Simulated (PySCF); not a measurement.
A run for PySCF: R-M06-2X/def2-TZVPP on FH3OSi (SMILES O[SiH2]F), a point of a torsion scan.

```python
from pyscf import gto, dft

mol = gto.M(
    atom='''
    O     1.14955344   -0.05079359   -0.44030367
    Si   -0.39890891   -0.11284611    0.00441886
    F    -1.02423911    1.36000052   -0.15420549
    H     1.87673010    0.13797597    0.14505851
    H    -0.58183585   -0.43990702    1.40692013
    H    -1.03241296   -0.93795016   -0.99817466
    ''',
    basis='def2-tzvpp',
    charge=0, spin=0, verbose=4, max_memory=1800)
mf = dft.RKS(mol, xc='m062x').density_fit(auxbasis='def2-universal-jkfit')
mf.grids.level = 4
mf.conv_tol = 1e-9
mf.max_cycle = 150
mf.kernel()
mf.dip_moment()
```

It printed:

```
PySCF version 2.14.0

[INPUT] verbose = 4
[INPUT] num. atoms = 6
[INPUT] num. electrons = 34
[INPUT] charge = 0
[INPUT] spin (= nelec alpha-beta = 2S) = 0
[INPUT] symmetry False subgroup None
[INPUT] Mole.unit = angstrom
[INPUT] Symbol           X                Y                Z      unit          X                Y                Z       unit  Magmom
[INPUT]  1 O      1.149553440000  -0.050793590000  -0.440303670000 AA    2.172341167152  -0.095985973983  -0.832053347941 Bohr   0.0
[INPUT]  2 Si    -0.398908910000  -0.112846110000   0.004418860000 AA   -0.753828588549  -0.213248242123   0.008350435183 Bohr   0.0
[INPUT]  3 F     -1.024239110000   1.360000520000  -0.154205490000 AA   -1.935531403968   2.570028512066  -0.291406143004 Bohr   0.0
[INPUT]  4 H      1.876730100000   0.137975970000   0.145058510000 AA    3.546505898728   0.260736795071   0.274120855937 Bohr   0.0
[INPUT]  5 H     -0.581835850000  -0.439907020000   1.406920130000 AA   -1.099510405954  -0.831303788074   2.658693724837 Bohr   0.0
[INPUT]  6 H     -1.032412960000  -0.937950160000  -0.998174660000 AA   -1.950977741852  -1.772468920892  -1.886276731881 Bohr   0.0

nuclear repulsion = 120.125351797939
number of shells = 54
number of NR pGTOs = 203
number of NR cGTOs = 146
basis = def2-tzvpp
ecp = {}


******** <class 'pyscf.df.df_jk.DFRKS'> ********
method = DFRKS
initial guess = minao
damping factor = 0
level_shift factor = 0
DIIS = <class 'pyscf.scf.diis.CDIIS'>
diis_start_cycle = 1
diis_space = 8
diis_damp = 0
SCF conv_tol = 1e-09
SCF conv_tol_grad = None
SCF max_cycles = 150
direct_scf = False
XC library pyscf.dft.libxc version 7.1.2
    S. Lehtola, C. Steigemann, M. J. T. Oliveira, and M. A. L. Marques,  SoftwareX 7, 1–5 (2018)
XC functionals = m062x
    Y. Zhao and D. G. Truhlar,  Theor. Chem. Acc. 120, 215 (2008)
    Y. Zhao and D. G. Truhlar,  Theor. Chem. Acc. 120, 215 (2008)
radial grids:
    Treutler-Ahlrichs [JCP 102, 346 (1995); DOI:10.1063/1.469408] (M4) radial grids

becke partition: Becke, JCP 88, 2547 (1988); DOI:10.1063/1.454033
pruning grids: <function nwchem_prune>
grids dens level: 4
symmetrized grids: False
atomic radii adjust function: <function treutler_atomic_radii_adjust>
small_rho_cutoff = 0
Set gradient conv threshold to 3.16228e-05
Initial guess from minao.
tot grids = 133144
******** <class 'pyscf.df.df.DF'> ********
auxbasis = def2-universal-jkfit
init E= -466.571335986168
  HOMO = -0.376570689755013  LUMO = -0.00501744476173072  gap/eV = 10.11048
cycle= 1 E= -466.387632086289  delta_E= 0.184  |g|= 0.737  |ddm|=  1.8
  HOMO = -0.316926114294809  LUMO = 0.0402925149246897  gap/eV = 9.72041
cycle= 2 E= -466.355583515087  delta_E= 0.032  |g|= 0.901  |ddm|= 0.718
  HOMO = -0.40283405642383  LUMO = 0.0339733077701088  gap/eV = 11.88613
cycle= 3 E= -466.480969003124  delta_E= -0.125  |g|= 0.0335  |ddm|= 0.395
  HOMO = -0.400359151705255  LUMO = 0.0387188859448886  gap/eV = 11.94792
cycle= 4 E= -466.481154424134  delta_E= -0.000185  |g|= 0.016  |ddm|= 0.0301
  HOMO = -0.40108754675873  LUMO = 0.0381094963355935  gap/eV = 11.95116
cycle= 5 E= -466.481185717529  delta_E= -3.13e-05  |g|= 0.00732  |ddm|= 0.00937
  HOMO = -0.401120609653781  LUMO = 0.0380922828327175  gap/eV = 11.95159
cycle= 6 E= -466.481193489744  delta_E= -7.77e-06  |g|= 0.000899  |ddm|= 0.00355
  HOMO = -0.401115862624188  LUMO = 0.0380934876603028  gap/eV = 11.95150
cycle= 7 E= -466.481193626788  delta_E= -1.37e-07  |g|= 0.000115  |ddm|= 0.000589
  HOMO = -0.401125593652022  LUMO = 0.0380930381273793  gap/eV = 11.95175
cycle= 8 E= -466.481193630007  delta_E= -3.22e-09  |g|= 2.59e-05  |ddm|= 0.000123
  HOMO = -0.401123106784384  LUMO = 0.0380945719070658  gap/eV = 11.95172
cycle= 9 E= -466.481193630217  delta_E= -2.1e-10  |g|= 5.93e-06  |ddm|= 3.02e-05
  HOMO = -0.401124083714183  LUMO = 0.0380945003620643  gap/eV = 11.95175
Extra cycle  E= -466.481193630226  delta_E= -9.44e-12  |g|= 2.77e-06  |ddm|= 8.7e-06
converged SCF energy = -466.481193630226
Dipole moment(X, Y, Z, Debye):  1.14933, -1.18901,  1.42031
```

Self-consistency was reached.

Cost: about 15 core-seconds (a rough figure).
